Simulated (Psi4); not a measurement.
Noncovalent pair: SiH4 (SMILES [SiH4]) (first 5 atoms) with C2H2 (SMILES C#C); geometry from B3LYP-D3(BJ)/def2-TZVP, rigid monomers moved along the line of their centres of mass till Si1···C7 is 3.33 Å.
(charge 0, multiplicity 1):
```
atom    x (Å)    y (Å)    z (Å)
----  -------  -------  -------
Si    -0.2903  -0.0382   0.1397
H     -0.5433  -0.0465  -1.3211
H      1.0964   0.4142   0.3874
H     -0.4753  -1.4058   0.6713
H     -1.2428   0.8878   0.7904
C      0.8868   0.0547   3.2697
C     -0.2921   0.0209   3.4725
H      1.9330   0.0850   3.0861
H     -1.3394  -0.0086   3.6500
```

The numbers are results of SAPT0/jun-cc-pV(D+d)Z (Psi4), not measurements.

Q: Which attractive term is largest, and how does the interaction split up?

A: electrostatics -3.93, exchange 7.78, induction -1.01, dispersion -2.58, total 0.26 kcal/mol; the largest attraction is electrostatics.
